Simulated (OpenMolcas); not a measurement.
## 3d3 along the 21-electron sequence

```
Program             : OpenMolcas 26.06
Method              : MS-CASPT2, IPEA 0.25 Eh, imaginary shift 0.1 Eh
Basis               : ANO-RCC-VTZP
Scalar Hamiltonian  : DKH2, point nucleus
Spin-orbit coupling : RASSI with atomic mean-field integrals over the reference wave functions, term energies averaged over their components
```

Active space for each ion: 3 electrons in 5 orbitals (3d); closed shells correlated by CASPT2: 3s 3p.

Computed levels in cm-1 above 4F 3/2:

```tsv
Level	Mn4+	Fe5+	Co6+	Ni7+
4F 5/2	374	544	736	990
4F 7/2	881	1275	1717	2290
4F 9/2	1506	2170	2900	3850
4P 1/2	17160	19600	22190	24310
4P 3/2	17310	19790	22420	24550
4P 5/2	17760	20460	23360	25870
2G 7/2	18340	21300	24410	26710
2G 9/2	18870	22050	25380	27950
2P 1/2	23740	27590	31440	34390
weight of 4F in the lowest level (%)	100	100	100	100
```

Measured, with the error of the calculation in %. Measured levels: Mn4+ from Corliss and Sugar, J. Phys. Chem. Ref. Data 6, 1253 (1977); Fe5+ from Corliss and Sugar, J. Phys. Chem. Ref. Data 11, 135 (1982); Co6+ from Sugar and Corliss, J. Phys. Chem. Ref. Data 10, 1097 (1981); Ni7+ from Corliss and Sugar, J. Phys. Chem. Ref. Data 10, 197 (1981).

| Level | Mn4+ | Fe5+ | Co6+ | Ni7+ |
| --- | --- | --- | --- | --- |
| 4F 5/2 | 359 (+4.3) | 511 (+6.4) | 698 (+5.4) | 1012 (-2.2) |
| 4F 7/2 | 835 (+5.6) | 1188 (+7.3) | 1610 (+6.7) | 2184 (+5.0) |
| 4F 9/2 | 1412 (+6.7) | 2001 (+8.3) | 2723 (+6.6) | 3721 (+3.4) |
| 4P 1/2 | 16434 (+4.4) | 18738 (+4.6) | 21096 (+5.2) | 23261 (+4.5) |
| 4P 3/2 | 16595 (+4.3) | 18942 (+4.5) | 21304 (+5.2) | 23710 (+3.6) |
| 4P 5/2 | 17049 (+4.2) | 19611 (+4.3) | 22187 (+5.3) | 24669 (+4.9) |
| 2G 7/2 | 17892 (+2.5) | 20616 (+3.3) |  |  |
| 2G 9/2 | 18399 (+2.6) | 21315 (+3.5) |  |  |
| 2P 1/2 | 23082 (+2.9) | 26496 (+4.1) |  |  |

The fine-structure level 4F 9/2 changes by a factor of 2.56 from Mn4+ to Ni7+. Its fourth root runs 6.23, 6.83, 7.34, 7.88, with steps per unit of Z of 0.60, 0.51, 0.54; equal steps would mean a (Z - σ)^4 law with constant σ.

4P 1/2 changes by a factor of 1.42 over the same range, with steps per unit of Z of +2440, +2590, +2120 cm-1.

CASPT2 does not keep the components of a term degenerate, so their means are used; among the terms shown or strongly mixed into the levels shown the widest spread is 1000 cm-1 (3d3 4F, Fe5+). Terms from blocks run as CI alone lack orbitals of their own. Computed and measured levels are paired by configuration, term and J; levels that our copy of the source lacks, or whose pairing is in doubt (as where it misses far off the trend of its configuration), stay unpaired and out of the deviations. Only configurations of the active space appear.
